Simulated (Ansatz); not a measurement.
Ansatz (an electronic-structure program) input (RPA@PBE/def2-QZVPP):
A basis named .json is the Basis Set Exchange file of that set.

Ansatz 0.2 input:
```yaml
crystal:
  periodic: [false, false, false]
  atoms:
    - {symbol: Mo, position_ang: [0.15350287, -0.12639144, 0.15665129]}
    - {symbol: O, position_ang: [0.68955352, 0.55478088, -1.30182440]}
    - {symbol: O, position_ang: [-1.49544359, 0.10877417, 0.47940514]}
basis:
  gaussian:
    orbitals: def2-QZVPP.json
hamiltonian:
  xc: pbe
magnetization: {spin_polarized: true, initial_magnetization: 2}
correlation: {method: rpa, electrons: outside_noble_gas}
```

End of the output:

```
integrals: 0.34 GiB planned
1294 factors; integrals over basis functions are off by at most 2.4e-4 eV
mean field: 0.90 GiB planned
mean field evaluation 1: about -5932.6235 eV, gradient 7.1e1 eV
mean field evaluation 2: about -5932.6229 eV, gradient 7.1e1 eV
mean field evaluation 4: about -5944.5331 eV, gradient 3.4e1 eV
mean field evaluation 8: about -5949.7511 eV, gradient 1.4e0 eV
mean field evaluation 16: about -5949.7574 eV, gradient 5.7e-4 eV
mean field evaluation 32: about -5949.1824 eV, gradient 6.5e-1 eV
mean field evaluation 64: about -5911.9358 eV, gradient 5.2e1 eV
mean field -5949.75742701 eV, -218.6495525523 hartree, gradient 3.8e-6 eV, S^2 2.010778; 5 other end points of the search recorded, 0 dependent functions left out
6 core orbitals not correlated
reference -5911.43695516 eV, -217.2413011861 hartree; 10, 8 occupied and 179, 181 virtual orbitals, 1294 factors
Total energy: -5942.05229570 eV, -218.3663941994 hartree
```

The spin state was set by rule; other spins were not relaxed.
